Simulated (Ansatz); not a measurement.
Steps of a relaxation of CH4F2Si, SMILES `FC(F)[SiH3]` with RKS PBE-D4/def2-SVP.

```sh
$ ansatz run in.yaml --threads 2 --pin off --events-out ev --progress --plain --max-ram 4352MiB
```

```yaml
crystal:
  periodic: [false, false, false]
  atoms:
    - {symbol: F, position_ang: [0.967600, -0.834100, 1.477900]}
    - {symbol: C, position_ang: [0.872200, -0.003500, 0.356400]}
    - {symbol: F, position_ang: [1.703000, -0.558500, -0.551500]}
    - {symbol: Si, position_ang: [-0.749500, 0.063300, -0.332900]}
    - {symbol: H, position_ang: [1.265900, 0.977400, 0.610400]}
    - {symbol: H, position_ang: [-1.786900, 0.668100, 0.636400]}
    - {symbol: H, position_ang: [-1.324500, -1.289600, -0.694200]}
    - {symbol: H, position_ang: [-0.855800, 0.919800, -1.558500]}
basis:
  gaussian: {orbitals: def2-SVP}
hamiltonian: {xc: pbe, dispersion: d4}
relax: {f_tol: 0.03, max_steps: 200}
```

Positions (Å) and forces (eV/Å) along the path, 6 of 6 steps:

```xyz
8
step=1 energy=-14394.2916 eV
F     0.968   -0.834    1.478   -0.444    0.588   -0.077
C     0.872   -0.004    0.356    2.698   -1.200    1.916
F     1.703   -0.558   -0.551    0.869   -0.291   -1.161
Si   -0.750    0.063   -0.333   -4.880    0.060   -1.004
H     1.266    0.977    0.610    0.442    0.882    0.493
H    -1.787    0.668    0.636    0.584   -0.168   -0.172
H    -1.325   -1.290   -0.694    0.362    0.058    0.069
H    -0.856    0.920   -1.558    0.368    0.072   -0.064
8
step=2 energy=-14394.6276 eV
F     0.927   -0.812    1.478   -0.131    0.213   -0.162
C     0.872   -0.007    0.346    1.369   -0.395    1.050
F     1.707   -0.558   -0.586    0.322   -0.102   -0.358
Si   -0.831    0.060   -0.336   -1.952    0.087   -0.614
H     1.279    0.985    0.629    0.160    0.229    0.089
H    -1.763    0.681    0.687    0.156   -0.123   -0.157
H    -1.292   -1.329   -0.702    0.069    0.126    0.078
H    -0.807    0.923   -1.572    0.008   -0.034    0.075
8
step=3 energy=-14394.7089 eV
F     0.904   -0.799    1.478    0.205   -0.109    0.144
C     0.922    0.008    0.369   -0.314   -0.134   -0.279
F     1.736   -0.554   -0.592    0.106   -0.051    0.120
Si   -0.877    0.052   -0.352    0.104    0.348   -0.018
H     1.375    0.987    0.658   -0.072    0.020    0.011
H    -1.794    0.660    0.664   -0.064   -0.003    0.065
H    -1.327   -1.331   -0.706    0.083   -0.078    0.035
H    -0.847    0.920   -1.575   -0.048    0.008   -0.079
8
step=4 energy=-14394.7202 eV
F     0.933   -0.811    1.486   -0.119    0.063   -0.145
C     0.913   -0.012    0.361    0.291   -0.004    0.114
F     1.765   -0.567   -0.572   -0.180    0.036    0.032
Si   -0.884    0.078   -0.361    0.065   -0.065    0.020
H     1.349    0.976    0.654   -0.085   -0.015   -0.033
H    -1.803    0.669    0.670    0.026    0.006    0.001
H    -1.305   -1.321   -0.695   -0.016   -0.025   -0.009
H    -0.876    0.931   -1.597    0.018    0.005    0.020
8
step=5 energy=-14394.7238 eV
F     0.919   -0.810    1.481   -0.003    0.017   -0.027
C     0.914   -0.007    0.362    0.033   -0.024   -0.002
F     1.751   -0.567   -0.579   -0.021    0.010    0.028
Si   -0.878    0.073   -0.359    0.002    0.005   -0.001
H     1.345    0.982    0.652   -0.003   -0.004    0.002
H    -1.793    0.667    0.673   -0.003    0.000    0.001
H    -1.301   -1.326   -0.694    0.000   -0.003   -0.001
H    -0.864    0.930   -1.592   -0.006   -0.001    0.000
8
step=6 energy=-14394.7238 eV
F     0.918   -0.809    1.480   -0.002    0.000   -0.002
C     0.915   -0.007    0.362    0.008   -0.004   -0.008
F     1.751   -0.567   -0.577   -0.004    0.002    0.008
Si   -0.878    0.073   -0.359    0.000    0.003    0.000
H     1.346    0.981    0.652   -0.001    0.001    0.001
H    -1.794    0.667    0.673    0.000   -0.001    0.001
H    -1.300   -1.326   -0.694    0.001   -0.001    0.000
H    -0.867    0.931   -1.592   -0.002    0.000   -0.001
```

It took 6 s on 2 threads of an AMD EPYC 7B13 on a shared host, with 0.16 GiB of host memory at the peak.
